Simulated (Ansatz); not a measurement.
A run for Ansatz (an electronic-structure program): R-wB97X-V/def2-TZVPP on CH6InN (SMILES [CH3][InH][NH2]), a point of a torsion scan. Elements past Kr take the def2 small-core potentials; no spin–orbit coupling.

Ansatz 0.2 input:
```yaml
crystal:
  periodic: [false, false, false]
  atoms:
    - {symbol: C, position_ang: [-1.67954059, 0.16169544, -0.23581420]}
    - {symbol: In, position_ang: [0.23091404, -0.45992358, 0.69288436]}
    - {symbol: N, position_ang: [1.83171949, -0.80048885, -0.51688741]}
    - {symbol: H, position_ang: [-2.46796497, -0.55504559, -0.01507889]}
    - {symbol: H, position_ang: [-1.98479343, 1.14566973, 0.11421194]}
    - {symbol: H, position_ang: [-1.50243716, 0.19228847, -1.31025376]}
    - {symbol: H, position_ang: [0.49859813, -0.89943161, 2.34620965]}
    - {symbol: H, position_ang: [1.87563054, -0.24295451, -1.36285041]}
    - {symbol: H, position_ang: [2.75466549, -0.78492566, -0.09761116]}
basis:
  gaussian:
    orbitals: def2-TZVPP
hamiltonian:
  xc: {name: wB97X-V}
scf: {lower_state_search: off}
```

Program output:

```
WARN ansatz: RAYON_NUM_THREADS=1 ignored (pool sized by the plan → 1); use --threads N
Functional definition: wB97X-V
these checks for a lower state are left out or cut short: stability, starts, cluster_reference, orbital_swaps, neighbouring_geometries, increment
integrals: 0.13 GiB planned
1141 factors; their error is unknown
integrals: 0.16 GiB planned
282 factors; integrals over basis functions are off by at most 9.6e-6 eV
mean field: 1.12 GiB planned
mean field evaluation 1: about -7790.0022 eV, gradient 6.3e1 eV
mean field evaluation 2: about -7788.7325 eV, gradient 6.7e1 eV
mean field evaluation 4: about -7798.2595 eV, gradient 2.9e0 eV
mean field evaluation 8: about -7798.2877 eV, gradient 3.7e-2 eV
mean field evaluation 16: about -7798.3100 eV, gradient 8.2e-5 eV
mean field -7798.31003165 eV, -286.5826077789 hartree, gradient 3.1e-6 eV, S^2 0.000000; 0 other end points of the search recorded, 0 dependent functions left out
reference -7798.31002899 eV, -286.5826076811 hartree; 20, 20 occupied and 176, 176 virtual orbitals, 1141 factors
Total energy: -7798.31002899 eV, -286.5826076811 hartree
Checks for a lower state left out: stability, starts, cluster_reference, orbital_swaps, neighbouring_geometries, increment
```

The calculation finished and met its thresholds.

Cost: about 6 core-seconds (a rough figure).
